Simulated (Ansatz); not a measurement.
Abridged output of a molecular run in Ansatz:

```
Functional definition: HF
1474 factors; integrals over basis functions are off by at most 9.0e-4 eV
mean field evaluation 1: about -25552.7228 eV, gradient 4.5e1 eV
mean field evaluation 2: about -25553.0300 eV, gradient 4.6e1 eV
mean field evaluation 4: about -25556.9410 eV, gradient 3.6e0 eV
mean field evaluation 8: about -25556.9976 eV, gradient 2.6e-1 eV
mean field -25556.99783082 eV, -939.2023471273 hartree, gradient 3.2e-6 eV, S^2 0.000000; 0 other end points of the search recorded, 0 dependent functions left out
13 core orbitals not correlated: weight in the atoms' cores, before any rotation towards them, 1.000 or more for the frozen orbitals, at most 0.000 for the correlated occupied ones
reference -25556.99783082 eV, -939.2023471273 hartree; 16, 16 occupied and 218, 218 virtual orbitals, 1474 factors
second order -26.02378786 eV of doubles, -0.00000000 eV of singles
cycle   1  -26.42547859 eV  change   -4.0e-1 eV  update   1.0e-1
cycle   2  -26.99836210 eV  change   -5.7e-1 eV  update   2.8e-2
cycle   3  -27.12473780 eV  change   -1.3e-1 eV  update   1.4e-2
cycle   4  -27.11174460 eV  change    1.3e-2 eV  update   2.9e-3
cycle   5  -27.11094606 eV  change    8.0e-4 eV  update   1.3e-3
cycle   6  -27.11160087 eV  change   -6.5e-4 eV  update   3.7e-4
cycle   7  -27.11138760 eV  change    2.1e-4 eV  update   1.4e-4
cycle   8  -27.11134297 eV  change    4.5e-5 eV  update   3.7e-5
cycle   9  -27.11135331 eV  change   -1.0e-5 eV  update   1.3e-5
perturbative correction -1.01103493 eV, -0.0371548483 hartree
Total energy: -25585.12021906 eV, -940.2358258331 hartree
```

Its atoms:

Cartesian coordinates in Å:
```
C -1.029 -0.030 1.280
O 0.183 -0.321 0.618
Si 0.688 0.305 -0.792
O 2.021 -0.480 -1.275
Cl -0.837 0.108 -2.162
H -1.890 -0.227 0.635
H -1.093 -0.670 2.161
H -1.061 1.015 1.605
H 1.031 1.733 -0.708
H 1.986 -1.434 -1.362
```

(1) Which basis set was used?
A. def2-TZVPPD
B. def2-QZVPP
C. def2-TZVPP
D. cc-pV(Q+d)Z

(2) Write the keys of the input that set method, charge and spin (a neutral closed shell needs none for the last two).

Results:

(1) C. It gives 247 functions.

(2) 
```yaml
correlation: {method: ccsd_t}
```
